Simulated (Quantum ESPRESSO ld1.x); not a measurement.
Q: Coherent X-ray form factor from a spherical all-electron density. All-electron calculation, non-relativistic Kohn-Sham, LDA (Slater exchange, VWN5 correlation), spin-polarised, spherical densities, point nucleus. Program: ld1.x of Quantum ESPRESSO 7.5.

sin(theta)/lambda (1/angstrom),f0 (electrons)
0.05,40.785
0.1,40.155
0.15,39.145
0.2,37.816
0.25,36.239
0.3,34.493
0.4,30.804
0.5,27.271
0.6,24.208
0.8,19.726
1,16.779
1.25,13.924
1.5,11.406
2,7.669

The species is in the configuration that NIST lists as its ground one. Which atom or ion scatters so?

A: The tellurium ion Te11+, [Kr] 4d5. Extrapolating in s^2 from the first two rows gives f0(0) = 41.0, near the electron count 41; among species with that count, the fall with angle is slower the higher Z, and the table is that of Z = 52; from so few rows the species is fixed only to a neighbour or two.
